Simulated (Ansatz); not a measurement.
Gas-phase electronic energies from Ansatz, PBE0-D4/def2-TZVP geometries. CCSD(T)/CBS is the MP2 limit (def2-TZVPP, def2-QZVPP) plus CCSD(T) − MP2 in def2-TZVPP, frozen cores. Functionals use def2-TZVPP. HSE06 is defined as in plane-wave codes. Each species was taken in one conformer, which may not be the lowest.

`O[SiH2][AlH2]` + `C1C[SiH2]1` → `[AlH2][CH]1C[SiH2]1` + silanol  (formal exchange of groups at the Al–Si bond)

`O[SiH2][AlH2]`:

Z-matrix (Å, degrees):
```
Si
Al 1 2.460
O 1 1.661 2 109.0
H 1 1.499 2 111.1 3 122.0
H 1 1.498 2 111.2 3 -122.0
H 2 1.591 1 118.5 3 179.3
H 2 1.588 1 122.5 3 -0.7
H 3 0.959 1 117.0 2 180.0
```

`C1C[SiH2]1`:

Z-matrix (Å, degrees):
```
C
Si 1 1.847
C 1 1.543 2 65.3
H 1 1.085 2 119.2 3 -107.6
H 1 1.085 2 119.2 3 107.6
H 2 1.478 1 119.3 3 105.0
H 2 1.478 1 119.3 3 -104.9
H 3 1.085 1 116.3 2 -111.9
H 3 1.085 1 116.3 2 111.8
```

`[AlH2][CH]1C[SiH2]1`:

Cartesian coordinates in Å:
```
Al 1.763 0.639 0.235
C 0.251 -0.504 0.481
C -1.197 -0.094 0.764
Si -0.848 -0.256 -1.036
H 1.555 2.215 0.235
H 3.173 -0.019 -0.077
H 0.463 -1.563 0.628
H -1.354 0.900 1.173
H -1.826 -0.846 1.231
H -1.308 -1.440 -1.787
H -0.672 0.970 -1.845
```

`O[SiH3]`:

Cartesian coordinates in Å:
```
O 0.637 1.101 -0.160
Si -0.034 -0.393 0.025
H 0.058 1.861 -0.100
H -0.671 -0.548 1.361
H 1.080 -1.358 -0.115
H -1.070 -0.663 -1.010
```

```
             level  ΔE (kJ/mol)  difference from CCSD(T)/CBS
       LDA (SPW92)        -31.9                          7.4
            PBE-D4        -27.5                         11.8
           BLYP-D4        -33.3                          6.0
        r2SCAN0-D4        -37.6                          1.7
           ωB97X-V        -31.9                          7.4
           ωB97M-V        -41.3                         -2.0
               PBE        -24.8                         14.5
              BLYP        -27.5                         11.8
             HSE06        -26.9                         12.4
           LC-ωPBE        -28.0                         11.3
RPA@PBE/def2-TZVPP        -37.8                          1.5
       HF/def2-SVP        -29.9                          9.4
     CCSD/def2-SVP        -36.9                          2.4
SCS-MP2/def2-TZVPP        -45.2                         -5.9
    MP2/def2-QZVPP        -50.6                        -11.3
    CCSD/CBS(def2)        -36.2                          3.1
       CCSD(T)/CBS        -39.3                            0
```

Largest T1 diagnostic among the species: 0.012.

In def2-TZVPP, CCSD(T) changes the Hartree–Fock value by −8.7 kJ/mol (the triples alone add −3.1 kJ/mol) and MP2 by −20.1 kJ/mol. The D4 term adds −4.5 kJ/mol with B3LYP and −2.4 kJ/mol with PBE0; it sums over pairs of atoms, weighted by their polarisabilities, and B3LYP, whose exchange is more repulsive, gets the larger term. Leaving LDA and LC-ωPBE aside and taking each functional with its dispersion term where it has one, the values spread over 13.8 kJ/mol, from ωB97M-V to PBE-D4. LDA lies −7.1 kJ/mol from PBE without D4.

B3LYP here is the variant with VWN-RPA as its local correlation; programs differ in this.
